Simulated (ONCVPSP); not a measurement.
## Transferability test, ONCV potential for Pb

Pb (Z = 82), optimised norm-conserving Vanderbilt (ONCV), made with ONCVPSP 4.0.1 (PBE, fully relativistic). Core [Kr] 4d10 4f14, reference 5s2 5p6 5d10 6s1 6p3. Waves: 5s+6s: rc 1.20 bohr, ncon 3, nbas 8, qcut 9.9 1/bohr, 3 projectors, debl 3.4 Ha; 5p+6p: rc 1.45 bohr, ncon 4, nbas 7, qcut 7.5 1/bohr, 3 projectors, debl 2.3 Ha; 5d: rc 1.20 bohr, ncon 4, nbas 7, qcut 8.7 1/bohr, 1 projector. Local part: polynomial inside 0.80 bohr (lpopt 4, dvloc0 0 Ha). Core correction: Teter function, fcfact 3.5, rcfact 1.25.

Open shells are filled in proportion to 2j + 1.

Energies are relative to the spin-unpolarised reference configuration 5s2 5p6 5d10 6s1 6p3; without spin polarisation the order of configurations can differ from experiment.

**Question.** Give the all-electron excitation energy and the error of the potential for: 5s2 5p6 5d10 6s2 6p2; 5s2 5p6 5d10 6s2 6p1; 5s2 5p6 5d10 6s2 6p0; 5s1 5p6 5d10 6s2 6p2.

**Answer.**

```json
{"valence configuration": "5s2 5p6 5d10 6s2 6p2", "charge": "0", "ΔE all-electron (eV)": "-8.567", "error AE − PS (meV)": "-0.5"}
{"valence configuration": "5s2 5p6 5d10 6s2 6p1", "charge": "+1", "ΔE all-electron (eV)": "-1.869", "error AE − PS (meV)": "-0.2"}
{"valence configuration": "5s2 5p6 5d10 6s2 6p0", "charge": "+2", "ΔE all-electron (eV)": "11.736", "error AE − PS (meV)": "-0.1"}
{"valence configuration": "5s1 5p6 5d10 6s2 6p2", "charge": "+1", "ΔE all-electron (eV)": "143.023", "error AE − PS (meV)": "-58"}
```
